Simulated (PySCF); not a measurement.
LDA single point of singlet TlH3 at its PBE0 minimum.

An equivalent PySCF input for this run (the driver started from the density of an earlier step):

```python
from pyscf import gto, scf, dft
mol = gto.M(atom='''
Tl    -0.000000     0.000000    -0.000000
H      1.736672     0.000002     0.000000
H     -0.868338     1.504001    -0.000000
H     -0.868334    -1.504003     0.000000''',
    basis={'Tl': 'def2-TZVP', 'H': 'def2-TZVP'},
    ecp={'Tl': 'def2-TZVP'},
    charge=0, spin=0)
mf = dft.RKS(mol, xc='LDA,VWN')
mf.grids.atom_grid = (75, 302)
aux = {'Tl': 'def2-universal-JKFIT', 'H': 'def2-universal-JKFIT'}
mf = mf.density_fit(auxbasis=aux)
mf.conv_tol = 1e-08
mf.diis_space = 10
mf.max_cycle = 60
mf.verbose = 4
mf.kernel()
```

SCF log (excerpt):

```
init E= -173.9695046971
  HOMO = -0.24973929681201  LUMO = -0.104818581059048  gap/eV = 3.94349
cycle= 1 E= -173.973199445494  delta_E= -0.00369  |g|= 0.0716  |ddm|= 0.316
  HOMO = -0.262133503933846  LUMO = -0.107289051985869  gap/eV = 4.21353
cycle= 2 E= -173.973460779162  delta_E= -0.000261  |g|= 0.0676  |ddm|= 0.159
  HOMO = -0.256884406659537  LUMO = -0.10411114304208  gap/eV = 4.15717
cycle= 3 E= -173.974282393184  delta_E= -0.000822  |g|= 0.00902  |ddm|= 0.0849
  HOMO = -0.256682808305658  LUMO = -0.104895108387598  gap/eV = 4.13035
cycle= 4 E= -173.974310800808  delta_E= -2.84e-05  |g|= 7.46e-05  |ddm|= 0.0173
  HOMO = -0.256709252384397  LUMO = -0.10492273909361  gap/eV = 4.13032
cycle= 5 E= -173.97431080219  delta_E= -1.38e-09  |g|= 1.93e-05  |ddm|= 0.000165
  HOMO = -0.256700652271527  LUMO = -0.104915625555592  gap/eV = 4.13028
Extra cycle  E= -173.974310802203  delta_E= -1.23e-11  |g|= 2.37e-05  |ddm|= 8.04e-05
converged SCF energy = -173.974310802203
```

With an element this heavy the missing spin–orbit coupling can shift these numbers.

This run, together with those of the ionised and electron-attached species (not shown), took 14 s on 2 threads of a shared Arm Neoverse V1 host, with 68 basis functions; the process peaked at 0.79 GiB. Launch command: `OMP_NUM_THREADS=2 python axn.py task.json out`.
